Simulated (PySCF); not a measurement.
Spinor energies of Sm (samarium, neutral)

Start: [Xe] 4f6 6s2; 4f5/2 filled at m_j = -5/2, -3/2, -1/2, +1/2, +3/2, +5/2. Calculated with PySCF 2.14 in x2c-TZVPPall-2c: generalised Hartree-Fock with the X2C-1e Hamiltonian and a Gaussian nucleus; one run each with spin-orbit coupling (SO) switched off, then screened by Boettger's factors.

| spinor shell | electrons | ε, spin-free (eV) | ε, screened SO (eV) | weight of nominal j (screened SO) | rms radius, screened SO (bohr) |
| --- | --- | --- | --- | --- | --- |
| 1s1/2 | 2 | -47065.5 | -47057.6 | 1.000 | 0.0259 |
| 2s1/2 | 2 | -7807.4 | -7805.0 | 1.000 | 0.105 |
| 2p1/2 | 2 | -6958.5 | -7382.3 | 1.000 | 0.0900 |
| 2p3/2 | 4 | -6958.5 | -6775.1 | 1.000 | 0.0962 |
| 3s1/2 | 2 | -1758.8 | -1758.0 | 1.000 | 0.271 |
| 3p1/2 | 2 | -1487.8 | -1575.5 | 1.000 | 0.263 |
| 3p3/2 | 4 | -1487.8 | -1449.3 | 1.000 | 0.276 |
| 3d3/2 | 4 | -1120.1 | -1136.4 | 0.995 | 0.248 |
| 3d5/2 | 6 | -1120.1 | -1108.5 | 0.997 | 0.251 |
| 4s1/2 | 2 | -370.75 | -370.51 | 1.000 | 0.616 |
| 4p1/2 | 2 | -279.05 | -299.88 | 0.971 | 0.636 |
| 4p3/2 | 4 | -279.05 | -269.76 | 0.985 | 0.663 |
| 4d3/2 | 4 | -147.22 | -153.19 | 0.705 | 0.723 |
| 4d5/2 | 6 | -147.22 | -143.05 | 0.803 | 0.728 |
| 5s1/2 | 2 | -53.337 | -53.302 | 1.000 | 1.53 |
| 5p1/2 | 2 | -28.933 | -32.243 | 0.905 | 1.72 |
| 5p3/2 | 4 | -28.933 | -27.453 | 0.952 | 1.84 |
| 4f5/2 | 6 | -13.569 | -13.532 | 0.557 | 1.06 |
| 6s1/2 | 2 | -4.853 | -4.854 | 1.000 | 4.99 |

```json
{"quantity": "E (hartree)", "spin-free": "-10420.10950", "screened SO": "-10426.06553"}
{"quantity": "M_J", "spin-free": "0", "screened SO": "0"}
{"quantity": "⟨J²⟩", "spin-free": "6.020", "screened SO": "5.514"}
{"quantity": "⟨L²⟩", "spin-free": "12.011", "screened SO": "11.922"}
{"quantity": "⟨S²⟩", "spin-free": "12.010", "screened SO": "11.912"}
```

The determinant has a definite M_J but mixes levels of different J.

Each row is a mean over spinors that exchange with the open shell spreads, by up to 15.723 eV (4d5/2).

Rows whose weight is well below 1 are mixtures of j = l ± 1/2: exchange outweighs spin-orbit coupling there, and the label is only the starting occupation.

Breit and QED terms are absent; they matter most for the inner s and p1/2 levels.

Densities and radii are taken from the X2C orbitals without a picture-change correction, which distorts them close to the nucleus.

Without spin-orbit coupling the j labels of p, d and f shells carry no meaning; the spin-free column gives the mean over the occupied spinors of each nl shell.
